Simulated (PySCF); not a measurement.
C4H6BFO, SMILES FB1CC=CCO1. Atoms are numbered in the order given.

```xyz
13

F      0.0924     2.3449     0.0000
B      0.0134     1.0121     0.0000
C     -1.3832     0.2882     0.0000
C     -1.2249    -1.2083     0.0000
C     -0.0267    -1.8022     0.0000
C      1.2829    -1.0682     0.0000
O      1.1846     0.3472     0.0000
H     -1.9757     0.6258     0.8722
H     -1.9757     0.6258    -0.8722
H     -2.1270    -1.8300     0.0000
H      0.0533    -2.8945     0.0000
H      1.8807    -1.3632     0.8824
H      1.8807    -1.3632    -0.8824
```

The structure is a stationary point at B3LYP-D3(BJ)/def2-SVP. This is a generated structure with no PubChem entry under its InChIKey; it may be hypothetical. One conformer was computed; it need not be the lowest.

Two levels are set side by side: PBE/pcSseg-1 (PySCF) and B3LYP/pcSseg-1 (PySCF). GIAO shifts against BF3 (¹¹B), CFCl3 (¹⁹F), H2O (¹⁷O), TMS (¹H), TMS (¹³C) at the same level; non-relativistic, no solvent, atoms listed together averaged. Differences are taken from unrounded values.

```json
[
 {"quantity": "δ(¹⁹F) of F1 (ppm)", "B3LYP": "-96.5"},
 {"quantity": "δ(¹¹B) of B2 (ppm)", "B3LYP": "18.3"},
 {"quantity": "δ(¹³C) of C3 (ppm)", "B3LYP": "13.9"},
 {"quantity": "δ(¹³C) of C4 (ppm)", "B3LYP": "136.5"},
 {"quantity": "δ(¹³C) of C5 (ppm)", "B3LYP": "136.7"},
 {"quantity": "δ(¹³C) of C6 (ppm)", "B3LYP": "73.7"},
 {"quantity": "δ(¹⁷O) of O7 (ppm)", "B3LYP": "147.9"},
 {"quantity": "δ(¹H) of H8, H9 (ppm)", "B3LYP": "1.78"},
 {"quantity": "δ(¹H) of H10 (ppm)", "B3LYP": "6.19"},
 {"quantity": "δ(¹H) of H11 (ppm)", "B3LYP": "5.85"},
 {"quantity": "δ(¹H) of H12, H13 (ppm)", "B3LYP": "5.17"}
]
```

Problem. What does PBE give, and how far is it from B3LYP? (An estimate is asked for; the answer gives what the named calculation found.)

Solution. 
| quantity | PBE | PBE minus B3LYP |
|---|---|---|
| δ(¹⁹F) of F1 (ppm) | -107.1 | -10.6 |
| δ(¹¹B) of B2 (ppm) | 17.0 | -1.3 |
| δ(¹³C) of C3 (ppm) | 14.9 | 1.0 |
| δ(¹³C) of C4 (ppm) | 134.1 | -2.3 |
| δ(¹³C) of C5 (ppm) | 134.6 | -2.1 |
| δ(¹³C) of C6 (ppm) | 75.7 | 1.9 |
| δ(¹⁷O) of O7 (ppm) | 159.0 | 11.1 |
| δ(¹H) of H8, H9 (ppm) | 1.85 | 0.08 |
| δ(¹H) of H10 (ppm) | 6.25 | 0.06 |
| δ(¹H) of H11 (ppm) | 5.92 | 0.07 |
| δ(¹H) of H12, H13 (ppm) | 5.33 | 0.17 |

Rough cost on one machine, each run with all the roots and properties that it gave: B3LYP against PBE within a factor of 2.
